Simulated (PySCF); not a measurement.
B(F)2(OSiH3) (BF2H3OSi), SMILES FB(F)O[SiH3].

The structure is a stationary point at r2SCAN-D4/def2-SVP. The values are those of a single conformer.

Calculation: r2SCAN-D4/def2-SVP in PySCF.

Frequencies are harmonic and unscaled.

```tsv
mode	ν (cm⁻¹)	IR (km/mol)	Raman (Å⁴/amu)	depolarisation	moving atoms (share of kinetic energy)
1	67	0.0	0.1	0.75	H 87 %, F 12 %
2	102	0.9	0.1	0.39	F 40 %, Si 26 %, O 21 %, H 10 %
3	103	0.2	0.6	0.75	O 57 %, F 20 %, H 14 %
4	405	14.2	1.5	0.50	F 65 %, Si 24 %
5	497	14.3	1.9	0.73	F 59 %, O 25 %, B 9 %
6	675	20.4	5.0	0.75	B 69 %, H 19 %, F 8 %
7	701	26.4	7.6	0.38	H 37 %, F 35 %, Si 15 %, O 9 %
8	732	109.5	9.5	0.75	H 65 %, B 14 %, O 12 %
9	755	57.6	10.0	0.38	H 46 %, O 31 %, Si 12 %, F 10 %
10	947	64.7	18.8	0.74	H 96 %
11	948	74.8	23.0	0.75	H 96 %
12	973	276.0	15.2	0.75	H 90 %
13	1012	86.7	0.3	0.56	O 49 %, F 32 %, Si 12 %
14	1425	326.7	0.6	0.09	B 74 %, F 22 %
15	1501	826.6	1.6	0.05	B 71 %, O 21 %
16	2245	60.9	186.6	0.06	H 98 %
17	2251	127.9	64.3	0.75	H 96 %
18	2275	102.7	111.8	0.31	H 96 %
```
